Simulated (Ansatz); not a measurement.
Cost and result for the atomization energy of CH5F2GeN (`C[NH][GeH]([F])[F]`) (10 atoms, 9 bonds).

Cartesian coordinates in Å:
```
C 1.1232 -0.3426 -0.8028
N -0.3069 -0.1203 -0.6664
Ge -1.0602 0.2711 0.9102
F -0.5455 -0.9466 2.0162
F -0.4148 1.7061 1.6363
H 1.7024 0.5825 -0.8967
H 1.3218 -0.9672 -1.6772
H 1.4908 -0.8833 0.0708
H -0.7319 0.3141 -1.4710
H -2.5788 0.3861 0.8807
```

Total charge 0; spin multiplicity 1. Correlated methods include outer-core shells of Ge, which these sets cover unevenly. Scalar relativity is left out up to krypton. All single points use the PBE0-D4/def2-TZVP geometry. It is one conformer, not always the lowest. Program: Ansatz. All runs use 4 threads of an INTEL XEON PLATINUM 8581C on a shared host. Times are those of one run each, without the atoms' runs, and a repeat can differ threefold. Electronic energies, without spin–orbit coupling; frozen cores. CCSD(T)/CBS adds CCSD(T) − MP2 in def2-TZVPP to the MP2 limit, and its time is that of the two runs behind it. T1 = 0.012. With those shells the extrapolation isn't a true limit. B3LYP takes the VWN-RPA correlation (the form of Gaussian; ORCA's B3LYP/G). HSE06 is the plane-wave form, built on full-range PBE exchange.

CCSD(T)/CBS is a level of theory with its own doubt, some kJ/mol a heavy atom from the limit and from the frozen cores, so smaller differences don't rank the functionals.

```csv
level,functions,wall time,atomization (kJ/mol),difference from CCSD(T)/CBS,per bond
LDA (SPW92)/def2-TZVPP,242,0.75 s,4128.1,540.5,60.0
revPBE-D4/def2-TZVPP,242,1.1 s,3532.7,-54.9,-6.1
PBE-D4/def2-TZVPP (with forces),242,1.4 s,3636.0,48.4,5.4
BLYP-D4/def2-TZVPP,242,1.4 s,3570.1,-17.5,-1.9
HSE06-D4/def2-TZVPP,242,1.9 s,3552.5,-35.1,-3.9
r2SCANh-D4/def2-TZVPP,242,2.6 s,3538.1,-49.5,-5.5
B3LYP-D4/def2-TZVPP (with forces),242,2.7 s,3560.3,-27.3,-3.0
B2PLYP/def2-TZVPP,242,3.4 s,3538.6,-49.0,-5.5
B97M-V/def2-TZVPP,242,4.2 s,3579.4,-8.2,-0.9
CCSD(T)/def2-SVP,113,5.5 s,3352.2,-235.4,-26.2
MP2/def2-QZVPP,467,14 s,3625.7,38.1,4.2
CCSD(T)/def2-TZVPP,242,100 s,3494.4,-93.2,-10.4
CCSD(T)/CBS(def2),–,120 s,3587.6,0.0,0.0
```

At CCSD(T), def2-SVP lies −235.4 kJ/mol from the extrapolated value and def2-TZVPP −93.2 kJ/mol: correlation converges slowly with the basis, and small sets miss more of it in the bonded molecule than in its fragments. From BLYP to BHLYP (50 % exact exchange), in def2-TZVPP and without D4, the atomization energy moves by −114.1 kJ/mol: exact exchange takes away binding that semilocal exchange gives to molecules. In def2-TZVPP, CCSD(T) changes the Hartree–Fock value by +976.5 kJ/mol (the triples alone add +56.1 kJ/mol) and MP2 by +1051.3 kJ/mol; breaking electron pairs costs correlation energy, which Hartree–Fock lacks.
